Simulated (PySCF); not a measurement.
Constitutional and geometric isomers with formula CH6OSi2. Isolated molecules, 0 K electronic values unless said otherwise. One relaxed conformer stands for each flexible species; it need not be the lowest. Strings in code marks are SMILES.

The dipole moment from two functionals at the same geometries (B3LYP-D3(BJ)/def2-TZVP), both in PySCF: PBE-D3(BJ)/def2-TZVP and TPSSh-D3(BJ)/def2-TZVP. 

| species | PBE-D3(BJ)/def2-TZVP (D) |
|---|---|
| `O=C([SiH3])[SiH3]` | 1.65 |
| `[Si@@H]1(OC1)[SiH3]` | 1.61 |
| `O1[C@@H]([SiH3])[SiH2]1` | 1.75 |

Q: What does TPSSh-D3(BJ)/def2-TZVP give for each?

A: 
- `O=C([SiH3])[SiH3]`: 1.79
- `[Si@@H]1(OC1)[SiH3]`: 1.74
- `O1[C@@H]([SiH3])[SiH2]1`: 1.85
Over these rows, drawn at random from the members with no instability flagged (it was tested for open shells, ions and some series alone), PBE minus TPSSh-D3(BJ): mean -0.12 D, from -0.14 D to -0.11 D.
